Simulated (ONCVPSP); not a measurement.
**Before and after: ONCV potential for Sn**

| Quantity | Value |
| --- | --- |
| Element | tin (Sn) |
| Generator | ONCVPSP 4.0.1 |
| Type | optimised norm-conserving Vanderbilt (ONCV) |
| Functional | PBE |
| Relativity | scalar-relativistic |
| Frozen core | [Ar] 3d10 |
| Valence charge | 22 |
| Reference configuration | 4s2 4p6 4d10 5s2 5p2 |
| Partial waves | 4s+5s: rc 1.60 bohr, ncon 4, nbas 8, qcut 6.6 1/bohr, 2 projectors; 4p+5p: rc 1.15 bohr, ncon 3, nbas 8, qcut 15 1/bohr, 2 projectors; 4d: rc 1.45 bohr, ncon 3, nbas 8, qcut 11.8 1/bohr, 2 projectors, debl 2.4 Ha |
| Local potential | polynomial inside 0.95 bohr (lpopt 2, dvloc0 0 Ha) |
| Core correction | polynomial model core, fcfact 0.25 |

Change: s: qcut 6.1; p: qcut 13.9; d: qcut 10.9.

Cutoffs: the cutoffs (Ha) at which the residual kinetic energy of the hardest occupied pseudo-wave falls to 1 and 0.1 mHa per electron; they do not see the model core or the augmentation charge, which bear on the density cutoff. Errors are all-electron minus pseudo energies relative to the spin-unpolarised reference configuration.

**Question.** What does the change do?

**Answer.** The potential gets softer (68 Ha and 80 Ha → 61 Ha and 72 Ha); the errors of the 4 common tests hardly move; neither file shows a bound ghost.

```tsv
quantity	base	changed
cutoff, loose	68 Ha	61 Ha
cutoff, tight	80 Ha	72 Ha
loose cutoff by channel	s 14 Ha, p 68 Ha, d 42 Ha	s 12 Ha, p 61 Ha, d 40 Ha
bound ghosts	none	none
GHOST(+) flags under 300 eV	none	none
error for 4s2 4p6 4d10 5s2 5p1, meV [ΔE 6.87 eV]	-1.1	-1.2
error for 4s2 4p6 4d10 5s2 5p0, meV [ΔE 20.83 eV]	-3.7	-3.8
error for 4s2 4p6 4d10 5s1 5p0, meV [ΔE 51.80 eV]	-12	-13
error for 4s2 4p6 4d10 5s0 5p4, meV [ΔE 14.19 eV]	-15	-15
s: phases at 1.63 bohr within 0.05 rad from the reference energy up to (Ha; the scan ends near 5)	to the end of the scan	to the end of the scan
p: phases at 1.16 bohr within 0.05 rad from the reference energy up to (Ha; the scan ends near 5)	to the end of the scan	to the end of the scan
d: phases at 1.47 bohr within 0.05 rad from the reference energy up to (Ha; the scan ends near 5)	to the end of the scan	to the end of the scan
rms error of d²Exc/dni dnj with the model core, mHa	1.92	1.91
```
